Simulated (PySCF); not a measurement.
**Frontier orbitals and the lowest excitations**

In(SMe)3, C3H9InS3.
Z-matrix (Å and degrees, PBE0-D3(BJ)/def2-SVP geometry), rows numbered from 1:
```
In
S   1  2.3920
C   2  1.8275  1  100.59
H   3  1.0985  2  111.84  1   -62.43
H   3  1.0988  2  106.42  1   179.21
H   3  1.0985  2  111.89  1    60.81
S   1  2.3907  2  120.01  3    -0.39
C   7  1.8274  1  100.51  2  -176.87
H   8  1.0985  7  111.75  1   -65.97
H   8  1.0989  7  106.45  1   175.62
H   8  1.0984  7  111.96  1    57.29
S   1  2.3911  2  120.62  3  -179.53
C  12  1.8276  1  100.73  2    -0.23
H  13  1.0985 12  111.91  1    62.10
H  13  1.0984 12  111.91  1   -61.21
H  13  1.0989 12  106.48  1  -179.55
```

Method used: TDDFT CAM-B3LYP/def2-SVPD, vertical, gas phase, core orbitals frozen in the response, def2 core potentials past Kr in PySCF. Spin–orbit coupling is left out.

Frontier orbitals with the atoms that hold most of them (Löwdin shares over 4%, at most four atoms; ? is withheld):

```
orbital  ε (eV)                             atoms
 HOMO-3   -9.01   S7 44%, S12 15%, In1 14%, S2 8%
 HOMO-2   -8.76  S12 24%, S2 24%, S7 23%, In1 11%
 HOMO-1   -8.19    S12 40%, S2 37%, C13 6%, C3 6%
   HOMO   -8.18    S7 52%, S2 14%, S12 11%, C8 8%
   LUMO   -0.68                                 ?
 LUMO+1   -0.16  In1 48%, S2 15%, S12 15%, S7 15%
 LUMO+2    0.73   S2 26%, S12 18%, In1 14%, S7 9%
```

Question: Which atoms hold the LUMO, and with what shares?

Answer: In1 (bonded to 3 S) 37%; S2 (bonded to C and In) 18%; S12 (bonded to C and In) 17%; S7 (bonded to C and In) 17%. By element: sulfur 52%, indium 37%.

Question: The HOMO–LUMO gap is 7.50 eV. Where does the response calculation put the lowest singlet, and from which orbitals?

Answer: S1 is at 4.34 eV (f = 0.0000), 3.16 eV below the gap, made of HOMO-1/HOMO→LUMO (≥92%). S1/S2 lie within about 0.01 eV of each other. 

Next come S2 at 4.34 eV (f 0.0001), HOMO-1/HOMO→LUMO (≥92%); S3 at 4.94 eV (f 0.041), HOMO-2→LUMO (87%); S4 at 5.02 eV (f 0.0030), HOMO-1/HOMO→LUMO+1 (≥75%), HOMO-3→LUMO (20%); S5 at 5.02 eV (f 0.0030), HOMO-1/HOMO→LUMO+1 (≥75%), HOMO-4→LUMO (20%).

Orbitals of the list HOMO-3 to LUMO+2 that lie within 0.01 eV of each other are written together with a slash and their weights summed (≥ marks a lower bound); for degenerate orbitals outside that list single weights are arbitrary.

One conformer stands for the species.
